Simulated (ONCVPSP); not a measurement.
# Ta (Z = 73), ONCV: configuration errors across variants

| Property | Result |
| --- | --- |
| Element | Ta (Z = 73) |
| Generator | ONCVPSP 4.0.1 |
| Type | optimised norm-conserving Vanderbilt (ONCV) |
| Functional | PBE |
| Relativity | scalar-relativistic |
| Frozen core | [Kr] 4d10 4f14 |
| Valence charge | 13 |
| Reference configuration | 5s2 5p6 5d3 6s2 |
| Partial waves | 5s+6s: rc 2.00 bohr, ncon 4, nbas 7, qcut 4.9 1/bohr, 2 projectors; 5p: rc 1.85 bohr, ncon 4, nbas 7, qcut 6.2 1/bohr, 1 projector; 5d: rc 1.95 bohr, ncon 4, nbas 9, qcut 4.4 1/bohr, 2 projectors, debl 2.1 Ha |
| Local potential | polynomial inside 1.70 bohr (lpopt 5, dvloc0 -1 Ha) |
| Core correction | Teter function, fcfact 4.75, rcfact 1.4 |

All-electron excitation energies from the reference (eV): (1) 5s2 5p6 5d3 6s1 8.468; (2) 5s2 5p6 5d3 6s0 23.440; (3) 5s2 5p6 5d2 6s0 47.044; (4) 5s2 5p5 5d3 6s2 44.981.

Errors AE − PS in meV (a dash: test not solved or not reliable):

```csv
change,(1),(2),(3),(4),bound ghosts,GHOST(+) flags above zero
base,-3.6,-7.9,-9.4,-191,none,none
p: nproj 3,-3.6,-8.1,-12,-205,none,none
s: qcut 3.7; p: qcut 4.6; d: qcut 3.3,-3.5,-8.6,-10,-213,none,none
p: qcut 7.9,-3.6,-8.0,-9.9,-180,none,none
"core correction Teter function, fcfact 6.1, rcfact 1.4",-3.9,-9.7,-13,-195,none,none
"core correction Teter function, fcfact 4.75, rcfact 1.78",-13,-81,-209,-210,none,none
```

(1) Give the same row for: p: rc 1.3; local potential polynomial inside 1.30 bohr (lpopt 5, dvloc0 -1 Ha).

Results:

(1) -3.6, -8.1, -12, -150; bound ghosts: none; GHOST(+) flags above zero: s, d.
